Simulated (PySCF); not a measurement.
PySCF 2.14 output of an unrestricted PBE calculation on a single atom or ion in x2c-QZVPPall with one added diffuse shell each of s, p, d type (5s4p3d1f, 39 functions), with the spin-free X2C one-electron Hamiltonian (Gaussian nucleus):

```
SCF conv_tol = 1e-09
number electrons alpha = 1  beta = 0
    J. P. Perdew, K. Burke, and M. Ernzerhof.,  Phys. Rev. Lett. 77, 3865 (1996)
    J. P. Perdew, K. Burke, and M. Ernzerhof.,  Phys. Rev. Lett. 78, 1396 (1997)
    J. P. Perdew, K. Burke, and M. Ernzerhof.,  Phys. Rev. Lett. 77, 3865 (1996)
    J. P. Perdew, K. Burke, and M. Ernzerhof.,  Phys. Rev. Lett. 78, 1396 (1997)
cycle= 1 E= -0.515350926098696  delta_E= -0.000147  |g|= 0.0012  |ddm|= 0.022
cycle= 2 E= -0.515351487965816  delta_E= -5.62e-07  |g|= 6.62e-05  |ddm|= 0.00179
cycle= 3 E= -0.515351491109119  delta_E= -3.14e-09  |g|= 1.92e-06  |ddm|= 0.000151
cycle= 4 E= -0.515351491112206  delta_E= -3.09e-12  |g|= 8.83e-09  |ddm|= 4.9e-06
converged SCF energy = -0.515351491112206  <S^2> = 0.75  2S+1 = 2
```

The run itself started from symmetry-adapted Hartree-Fock orbitals and held the occupation by maximum overlap, on a logarithmic radial grid, so the iterations belong to that start.

Problem. Which element, charge and spin multiplicity is this?

Solution. He⁺ (helium, charge +1), multiplicity 2; the state was 2p1, 2P determinant (an excited configuration).

For one electron the Hartree and exchange-correlation energies should cancel; what remains is the self-interaction error. The outer electron is Rydberg-like, and this basis confines it to a smaller radius and binds it less than a complete one would.
